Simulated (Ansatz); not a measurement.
Two spin states of IrCl, each at its own minimum; 2S+1 = 1, 3, 5 were tried, and our sources give no spin for the ground state. No spin–orbit coupling.

Each state is the lowest solution found for its spin in def2 and cc sets.

Correlated levels freeze the inner cores; with def2 sets outer-core shells near the valence are correlated too.

Programs: Ansatz (a first-principles code) with Gaussian orbitals. Values without a source in brackets are computed. In def2 rows elements past Kr take small-core potentials, without spin–orbit coupling.

Problem. One of these levels gives 17.16 kcal/mol for the energy of the multiplicity-5 state above the multiplicity-3 state. Which?
A. wB97X-V/def2-TZVPP
B. CCSD/def2-TZVPP
C. PBE/def2-TZVPP
D. PBE0/def2-TZVPP

Solution. D, PBE0/def2-TZVPP. The others give 18.82 (PBE/def2-TZVPP), 21.92 (wB97X-V/def2-TZVPP), 12.62 (CCSD/def2-TZVPP)
